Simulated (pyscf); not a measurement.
## H₃Si–P=PH, singlet

Gas-phase minimum from PySCF at ωB97X-D3(BJ)/def2-SVP, one conformer. H₃Si–P=PH lies 14.5 kcal/mol over its isomer cyclic H₄P₂Si (SMILES [SiH2]1PP1), and others may lie lower still (electronic energy, ωB97M-D3(BJ)). 

SMILES: [SiH3]P=P
```xyz
7

Si     0.6144    -0.4015     0.0214
P     -0.8384     0.9539    -1.0615
P     -1.1212     2.3468     0.3656
H      0.9991    -1.5530    -0.8445
H     -0.0278    -0.9142     1.2653
H      1.8358     0.3750     0.3788
H     -0.2806     1.8593     1.4226
```
Charge 0, spin multiplicity 1.

Bonds (Å): Si1–P2 2.263, Si1–H4 1.491, Si1–H5 1.491, Si1–H6 1.491, P2–P3 2.014, P3–H7 1.436. Bond angles (°): P2–Si1–H4 110.5, P2–Si1–H5 109.2, P2–Si1–H6 109.2, H4–Si1–H5 109.3, H4–Si1–H6 109.3, H5–Si1–H6 109.4, Si1–P2–P3 99.5, P2–P3–H7 101.8.

Properties at ωB97X-D3(BJ)/def2-SVP:

Harmonic wavenumbers, unscaled: 73, 172, 465, 469, 586, 605, 678, 890, 913, 950, 957, 2253, 2262, 2262, 2364 cm⁻¹
Zero-point energy: 22.7 kcal/mol
Rotational symmetry number: 1
Entropy of this conformer at 298 K and 1 atm, rigid rotor and harmonic oscillator, modes under 100 cm⁻¹ raised to 100: 312.0 J/(mol K)
Dipole moment: 1.49 D

Single-point totals, which compare only within one level (frozen core for MP2 and CC):

```
level                   total energy (hartree)
----------------------  ----------------------
ωB97X-D3(BJ)/def2-TZVP              -974.66969
PBE/def2-TZVP                       -974.13826
r²SCAN/def2-TZVP                    -974.52591
B3LYP-D3(BJ)/def2-TZVP              -974.68350
PBE0-D3(BJ)/def2-TZVP               -974.22978
M06-2X/def2-TZVP                    -974.53750
ωB97M-D3(BJ)/def2-TZVP              -974.73650
HF/def2-TZVPP                       -972.74149
MP2/def2-TZVPP                      -973.16547
CCSD/def2-TZVPP                     -973.21506
CCSD(T)/def2-TZVPP                  -973.24049
```

Soft torsions are taken as harmonic, which can shift the entropy by several J/(mol K). The CCSD(T) − MP2 part came from Ansatz, without density fitting, on the same reference.
